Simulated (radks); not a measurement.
Results of a calculation; reference values are marked as such.
All-electron atom: Pb+ in [Hg] 6p1. Level of theory: scalar-relativistic Kohn-Sham, exchange-only PBE, spin-polarised, spherical densities, finite nucleus; open shells are filled with parallel spins first (spin-orbit coupling, left out, can overturn this in heavy ions); Fermi nuclear charge, rms radius 5.5012 fm (a radial shooting solver on a logarithmic mesh with Libxc functionals). Some entries of the table are withheld. Estimate them.

orbital,occ.,eigenvalue (eV),<1/r> (bohr^-1),<r> (bohr)
1s up,1,-88082.28,101.3,0.01606
1s down,1,-88082.27,101.3,0.01606
2s up,1,-15761.43,23.79,0.06762
2s down,1,-15761.43,23.79,0.06762
2p up,3,-13526.64,20.91,0.06143
2p down,3,-13526.64,20.91,0.06143
3s up,1,-3788.380,8.817,0.1746
3s down,1,-3788.374,8.817,0.1746
3p up,3,-3147.219,7.979,0.1765
3p down,3,-3147.213,7.979,0.1765
3d up,5,-2491.653,7.489,0.1599
3d down,5,-2491.649,7.489,0.1599
4s up,1,-862.4012,3.798,0.3843
4s down,1,-862.3928,3.798,0.3843
4p up,3,-652.1822,3.414,0.4100
4p down,3,-652.1728,3.414,0.4100
4d up,5,-408.4082,3.069,0.4310
4d down,5,-408.3973,3.069,0.4310
5s up,1,-150.5033,1.597,0.8536
5s down,1,-150.4813,1.597,0.8536
4f up,7,-139.2516,2.675,0.4539
4f down,7,-139.2390,2.675,0.4539
5p up,3,(1),1.365,0.9773
5p down,3,(2),1.366,0.9769
5d up,5,-27.7002,1.006,1.307
5d down,5,-27.5529,1.010,1.299
6s up,1,-18.6265,0.5609,2.274
6s down,1,-17.8870,0.5666,2.258
6p up,1,-9.5799,0.4068,3.085
6p down,0,-8.7000,0.4069,3.092

Answer. 
(1) 5p up eigenvalue (eV): -92.2857
(2) 5p down eigenvalue (eV): -92.2610
